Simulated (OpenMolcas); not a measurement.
What dynamic correlation does to the levels of Co2+

```
Program             : OpenMolcas 26.06
Basis               : ANO-R1 [5s3p2d1f]
Scalar Hamiltonian  : X2C, finite nucleus
Active space        : 7 electrons in 6 orbitals (3d 4s)
State averaging     : 2S+1 = 4 even, 50 roots; 2S+1 = 6 even, 5 roots kept (CI in the orbitals of an earlier block); 2S+1 = 2 even, 103 roots kept (CI in the orbitals of an earlier block)
Spin-orbit coupling : state interaction with AMFI integrals over the reference wave functions, term energies averaged over their components
```

Methods on the same reference wave functions:
A. CASSCF
B. SS-CASPT2, IPEA 0.25 Eh, imaginary shift 0.1 Eh (closed shells correlated: 3s 3p)
C. MS-CASPT2, IPEA 0.25 Eh, imaginary shift 0.1 Eh (closed shells correlated: 3s 3p)

Energies in cm⁻¹ above 3d⁷ ⁴F_9/2, the measured ground level; measured values from Sugar and Corliss, J. Phys. Chem. Ref. Data 10, 1097 (1981).

| Level | A | B | C | Measured |
| --- | --- | --- | --- | --- |
| 3d⁷ ⁴F_9/2 | 0.0 | 0.0 | 0.0 | 0.0 |
| 3d⁷ ⁴F_7/2 | 921 | 926 | 926 | 841 |
| 3d⁷ ⁴F_5/2 | 1601 | 1601 | 1601 | 1451 |
| 3d⁷ ⁴F_3/2 | 2068 | 2060 | 2060 | 1867 |
| 3d⁷ ⁴P_5/2 | 20438 | 16480 | 16480 | 15202 |
| 3d⁷ ²G_9/2 | 20491 | 17420 | 17420 | 16978 |
| 3d⁷ ⁴P_3/2 | 20756 | 16620 | 16620 | 15428 |
| 3d⁷ ⁴P_1/2 | 21183 | 17170 | 17170 | 15811 |
| 3d⁷ ²G_7/2 | 21374 | 18300 | 18300 | 17766 |
| 3d⁷ ²P_3/2 | 27097 | 20190 | 20190 | 20195 |
| 3d⁷ ²H_11/2 | 27242 | 23980 | 23980 | 22720 |
| 3d⁷ ²P_1/2 | 28021 | 20890 | 20890 |  |
| 3d⁷ ²H_9/2 | 28022 | 24760 | 24760 | 23434 |
| 3d⁷ ²D_5/2(1) | 29527 | 23550 | 23550 | 23059 |
| 3d⁷ ²D_3/2(1) | 30895 | 24820 | 24820 | 24237 |
| 3d⁶ 4s ⁶D_9/2 | 36233 | 54310 | 54310 |  |
| 3d⁶ 4s ⁶D_7/2 | 36779 | 54850 | 54850 |  |
| 3d⁶ 4s ⁶D_5/2 | 37189 | 55260 | 55260 |  |
| 3d⁶ 4s ⁶D_3/2 | 37475 | 55540 | 55540 |  |
| 3d⁶ 4s ⁶D_1/2 | 37644 | 55710 | 55710 |  |
| 3d⁶ 4s ⁴D_7/2(1) | 43241 | 59750 | 59750 |  |
| 3d⁶ 4s ⁴D_5/2(1) | 43879 | 60390 | 60390 |  |
| 3d⁶ 4s ⁴D_3/2(1) | 44308 | 60810 | 60810 |  |
| 3d⁶ 4s ⁴D_1/2(1) | 44558 | 61060 | 61060 |  |

Deviations, from unrounded energies. A percentage is the sum of absolute deviations over the sum of measured energies, with the sign that they share, or ± where signs differ.

```json
{"Against measurement": "mean absolute deviation (cm-1)", "Levels": "13", "A": "4000", "B": "680", "C": "680"}
{"Against measurement": "fine structure of the ground term (%)", "Levels": "3", "A": "+10.4", "B": "+10.3", "C": "+10.3"}
{"Against measurement": "other terms of the ground configuration (%)", "Levels": "10", "A": "+26.8", "B": "±4.3", "C": "±4.3"}
```

B, C lie about equally close to measurement and A furthest from it. The largest miss of B in the table is 3d⁷ ⁴P_1/2, by +1400 cm-1. The ranking rests on the paired levels alone, and a cruder setting can come out closer through cancelling errors.

Between B and C no level of the table moves by more than 5 cm-1.

The two smallest mean deviations differ by little beside CASPT2's spread within terms, so their order carries little weight.

From A to B the spin-free energies of the other terms of 3d⁷ shown, above ⁴F, scale by factors of 0.73 to 0.88, as is usual when dynamic correlation screens the repulsion within a d or f shell.

The lowest spin-free term lies below A's lowest term by 0.387 hartree in B, 0.387 hartree in C.

CASPT2 does not keep the components of a term degenerate, so their means are used; among the terms shown or strongly mixed into the levels shown the widest spread is 2200 cm-1 (3d⁷ ⁴F, C). Some levels mix across a computed gap that differs much from the measured one, so their mixing is not that of the real levels. Terms from blocks run as CI alone lack orbitals of their own. A single d shell beside an s shell can misplace configurations of different d count against each other. Without dynamic correlation excited terms often stand tens of per cent too high (terms of higher spin than the ground term too low), and those without a measured partner can miss by more than the paired ones (holds for A). Blocks of more than 70 roots (2S+1 = 2 even) ran without multistate coupling (holds for C). Measured partners are found by configuration, term and J. A level has none where our copy of the source lacks it or the pairing is in doubt (some pairs that miss far off the trend of their configuration count as doubtful), and it then counts in no deviation. Only configurations of the active space appear. The table leaves out levels that lie high or whose names do not pair safely across all columns.

A number in round brackets counts repeated terms of one configuration in the order of the reference energies.
